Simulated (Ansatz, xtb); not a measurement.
# Relative energy of two structures of CH6AlOSn+

Structure X is a singlet given by its coordinates and structure Y is a singlet given by its coordinates. Both are isolated ions in the gas phase, relaxed with r2SCAN-D4/def2-SVP.

X (Å):

```xyz
10

C    -2.0297   -0.2321   -0.4516
Al   -0.2523   -0.4286    0.2335
O     1.1893    0.5630    0.3774
Sn    1.8498   -1.4594    1.3576
H    -2.1091    0.6669   -1.0847
H    -2.3244   -1.1100   -1.0494
H    -2.7534   -0.1368    0.3756
H     1.5572    1.4396    0.1844
H     2.3415   -1.0232    2.9362
H     3.2193   -1.9400    0.4535
```

Close contacts (Å): C1–Al2 1.91, Al2–O3 1.76, Al2–Sn4 2.60, O3–Sn4 2.34, C1–H5 1.10, C1–H6 1.10, C1–H7 1.10, O3–H8 0.97, Sn4–H9 1.71, Sn4–H10 1.71.

Y (Å):

```yaml
atoms:
  - { symbol: C, position_ang: [-0.2777, -2.1894, -0.3225] }
  - { symbol: Al, position_ang: [-0.3166, 1.5155, 1.6825] }
  - { symbol: O, position_ang: [1.1822, 0.8601, 1.0612] }
  - { symbol: Sn, position_ang: [-0.4858, -0.0614, -0.3658] }
  - { symbol: H, position_ang: [-0.3519, -2.5770, 0.7014] }
  - { symbol: H, position_ang: [-1.0804, -2.6200, -0.9417] }
  - { symbol: H, position_ang: [0.6925, -2.4495, -0.7719] }
  - { symbol: H, position_ang: [-0.0628, 0.5620, -1.9072] }
  - { symbol: H, position_ang: [2.1444, 0.8803, 1.1815] }
  - { symbol: H, position_ang: [-0.6642, 2.4737, 2.8687] }
```

Close contacts (Å): C1–Sn4 2.14, Al2–O3 1.75, Al2–Sn4 2.59, O3–Sn4 2.38, C1–H5 1.10, C1–H6 1.10, C1–H7 1.10, Al2–H10 1.56, O3–H9 0.97, Sn4–H8 1.72.

Task: Estimate which is lower in electronic energy at CCSD(T)/def2-SVP + ΔMP2/def2-TZVPP, and by roughly how much.

Result: The CCSD(T)/def2-SVP + ΔMP2/def2-TZVPP calculation puts structure X lower, by 4.1 kcal/mol.

Level by level:

| level | geometry | E(Y) − E(X) (kcal/mol) | departure from the last row (kcal/mol) | job, with rough time for the two |
| --- | --- | --- | --- | --- |
| r2SCAN-D4/def2-SVP | r2SCAN-D4/def2-SVP | +7.3 | +3.2 | optimisation, 3.8 min |
| HF/def2-SVP | r2SCAN-D4/def2-SVP | +5.9 | +1.8 | part of the CCSD(T) run |
| MP2/def2-SVP | r2SCAN-D4/def2-SVP | +5.9 | +1.8 | part of the CCSD(T) run |
| CCSD(T)/def2-SVP | r2SCAN-D4/def2-SVP | +6.0 | +1.9 | single point |
| CCSD(T)/def2-SVP + ΔMP2/def2-TZVPP | r2SCAN-D4/def2-SVP | +4.1 |  | single point, 53 s |

None of the levels shown reverses the order. The largest departure from CCSD(T)/def2-SVP + ΔMP2/def2-TZVPP is that of r2SCAN-D4/def2-SVP, 3.2 kcal/mol. Levels run at GFN2-xTB geometries aren't shown. The last row adds to CCSD(T) the change of the MP2 difference between the two basis sets, here −1.9 kcal/mol.

With harmonic frequencies from r2SCAN-D4/def2-SVP (ideal gas, rigid rotor, one conformer each, 298.15 K, 1 atm): on the last row, ΔE + ΔZPE = +4.4 kcal/mol. A mode under 50 cm⁻¹ makes harmonic enthalpies and free energies unreliable, so none is given.

The correlated steps freeze 11 core orbitals; the filled d shell of Sn is correlated, in a basis made for valence electrons. Atoms past krypton carry core potentials in the def2 sets and no spin–orbit term is included. Codes used: Ansatz 0.2.0; the last row on 2 threads of Intel(R) Xeon(R) Processor @ 2.50GHz (Skylake/Cascade Lake) on a shared host.
